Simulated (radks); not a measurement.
Results of a calculation; reference values are marked as such.
Numerical settings for the beryllium ion Be+, [He] 2s1. Level of theory: scalar-relativistic Kohn-Sham, PBEsol, spin-polarised, spherical densities, finite nucleus; open shells are filled with parallel spins first; Fermi nuclear charge, rms radius 2.519 fm (a radial shooting solver on a logarithmic mesh with Libxc functionals). The defaults (mesh step 0.008 in ln r, mesh end at 40 bohr or more with all orbitals vanishing there, Anderson mixing 0.5 over 9 steps, residual threshold near 1e-9 with the energy settled to 1e-9 hartree or 1e-11 of itself, here a cap of 100 iterations) give E = -14.2083 hartree and 2s at -14.343 eV in 16 iterations. Times are rough (one thread of a shared host). Changes against that run (0 stands for a change within the tolerance of the run):

setting                     iterations         converged  E (mhartree)  e(2s) (meV)  CPU (s)
mesh step in ln r 0.08              13               yes       -0.0132       -0.329     0.01
mesh step in ln r 0.12             100                no     -6.44e+04            -     0.15
mesh step in ln r 0.012             14               yes             0            0     0.04
mesh end (bohr) 400                 16               yes             0            0     0.06
mesh end (bohr) 1                   14  level above zero     +1.18e+04    +3.13e+05     0.04
residual threshold 1e-13           100                no             0            0     0.28
residual threshold 1e-05             8               yes             0      -0.0853     0.03
mixing 0.01                         22               yes             0            0     0.08
linear mixing, mixing 0.8          100                no             0            0     0.24
linear mixing, mixing 0.05         100                no      +0.00123        -28.4     0.31
mixing history 2                    32               yes             0            0      0.1
iteration cap 8                      8                no             0            0     0.03

Settled on a wrong energy, with an occupied level pushed above zero by the early mesh end: mesh end (bohr) 1 (+11.8 hartree). Apart from these: no run marked as converged misses the energy by more than 1 mhartree. A mesh that ends early acts as a hard wall.
